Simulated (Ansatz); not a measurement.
Molecule: CH₆BN₂O, net charge 0, doublet state. It need not be the lowest isomer of its formula. 
Structure (B3LYP-D3(BJ)/def2-TZVP (Ansatz, a quantum-chemistry and plane-wave program) minimum search):
SMILES: [CH2]OB(N)N
```xyz
11

C      1.8689    -0.5428     0.0516
O      0.6890    -0.3294     0.6736
B     -0.4573     0.1172     0.0056
N     -0.5293     0.0843    -1.4088
N     -1.5005     0.5941     0.8325
H      2.1298     0.0768    -0.7986
H      2.6306    -1.0012     0.6642
H     -1.3409     0.3743    -1.9234
H      0.1447    -0.4146    -1.9617
H     -2.4032     0.8747     0.4975
H     -1.3914     0.6472     1.8293
```
Charge 0, spin multiplicity 2.

Total electronic energies in hartree. Valence correlation only, unless marked. UHF or UKS for open shells. No spin-orbit coupling. Non-relativistic. Basis-set limits of correlation are two-point, X^-3; Hartree-Fock from the larger set. [CCSD(T)-MP2]/basis is that difference in the basis named.

```csv
level,program,energy (Eh)
PBE-D4/def2-TZVPD,Ansatz + dftd4,-251.16442
revPBE-D3(BJ)/def2-TZVPD,Ansatz + dftd3,-251.40296
PBE0/STO-3G,Ansatz,-247.79764
PBE0-D4/def2-TZVPD,Ansatz + dftd4,-251.18206
r2SCAN0/def2-TZVPD,Ansatz,[?]
CAM-B3LYP-D3(BJ)/def2-TZVPD,Ansatz + dftd3,-251.36736
CAM-B3LYP-D4/def2-TZVPD,Ansatz + dftd4,-251.36786
RPA@PBE/cc-pVQZ,Ansatz,[?]
RI-MP2/cc-pVTZ,Ansatz,-250.89429
SCS-MP2/cc-pVDZ,Ansatz,-250.61133
SCS-MP2/cc-pwCVTZ,Ansatz,-250.90015
CCSD(T)/6-31G,Ansatz,-250.29312
CCSD(T)/6-31G*,Ansatz,-250.62314
"RI-MP2/CBS(cc-pVTZ,cc-pVQZ)+[CCSD(T)-MP2]/cc-pVQZ",Ansatz,-251.0894
"CCSD(T)/CBS(cc-pVTZ,cc-pVQZ)",Ansatz,-251.0858
```

Problem. Some entries are withheld; supply them.

Solution. 
- r2SCAN0/def2-TZVPD, energy (Eh): -251.30163
- RPA@PBE/cc-pVQZ, energy (Eh): -251.52778
